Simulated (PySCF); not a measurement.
## Radial density of S⁺ (sulfur, charge +1)

B3LYP, [Ne] 3s2 3p3, high-spin 4S determinant. Computed with PySCF 2.14 in aug-cc-pV(Q+d)Z (7s6p5d3f2g, 89 functions), with no relativity, point nucleus.

| r (bohr) | 4πr²ρ (e/bohr) | 4πr²(ρα − ρβ) |
| --- | --- | --- |
| 0.00150 | 0.07216 | 0.0000 |
| 0.00253 | 0.1976 | 0.0000 |
| 0.00425 | 0.5291 | 0.0000 |
| 0.00715 | 1.365 | 0.0001 |
| 0.0120 | 3.304 | 0.0002 |
| 0.0202 | 7.198 | 0.0007 |
| 0.0340 | 13.15 | 0.0036 |
| 0.0572 | 18.03 | 0.0185 |
| 0.0962 | 16.22 | 0.0805 |
| 0.162 | 11.95 | 0.2460 |
| 0.272 | 16.26 | 0.3877 |
| 0.458 | 14.83 | 0.1114 |
| 0.770 | 4.394 | 0.2541 |
| 1.30 | 3.280 | 1.6809 |
| 2.18 | 1.910 | 1.2294 |
| 3.67 | 0.1743 | 0.1354 |
| 6.17 | 0.001468 | 0.0014 |
